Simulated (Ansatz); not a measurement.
Total energies of `OBCOB(F)F`.

```
atom    x (Å)    y (Å)    z (Å)
  O1  -0.5591   0.7019  -2.1379
  B2  -0.6120   1.3261  -0.9503
  C3  -0.1542   0.5719   0.3544
  O4   0.2721  -0.7554   0.0122
  B5   0.7148  -1.6160   0.9414
  F6   0.7878  -1.3010   2.2264
  F7   1.0941  -2.8242   0.5703
  H8  -0.2221  -0.1988  -2.0375
  H9  -1.0103   2.4540  -0.9110
 H10   0.6613   1.1134   0.8487
 H11  -0.9725   0.5281   1.0832
```

Charge 0, multiplicity 1. The geometry is a stationary point of PBE0-D4/def2-TZVP. It is one conformer, not always the lowest. Basis def2-TZVPP, Ansatz 0.2.0.

RPA on PBE orbitals: Hartree–Fock energy of these orbitals -438.51720 Eh, correlation -2.04392 Eh (frozen core).

```tsv
functional	energy without D4 (Eh)	D4 term (kJ/mol)
PBE	-440.27113	-19.0
revPBE	-440.60104	-64.6
BLYP	-440.67718	-42.5
B97M-V	-440.66468	–
PBE0	-440.28888	-16.0
r2SCANh	-440.52553	-5.2
r2SCAN0	-440.49412	-5.7
HSE06 (plane-wave form)	-440.26874	-14.7
BHLYP	-440.57404	-21.1
CAM-B3LYP	-440.62149	-15.9
LC-ωPBE	-440.49352	–
ωB97X-V	-440.61779	–
B2PLYP	-440.47797	–
PBE-QIDH	-440.23610	–
```

Q: Give the same for LDA (SPW92), r2SCAN, B3LYP, ωB97M-V. (An estimate is asked.)

A: Computed: 
| functional | energy without D4 (Eh) | D4 term (kJ/mol) |
| --- | --- | --- |
| LDA (SPW92) | -437.49596 | – |
| r2SCAN | -440.54750 | -4.9 |
| B3LYP | -440.77168 | -30.3 |
| ωB97M-V | -440.63278 | – |

B3LYP takes the VWN-RPA correlation (the form of Gaussian; ORCA's B3LYP/G). HSE06 is the plane-wave form, built on full-range PBE exchange. The double hybrids freeze the cores in their second-order part.

LC-ωPBE has ω = 0.4 bohr⁻¹.
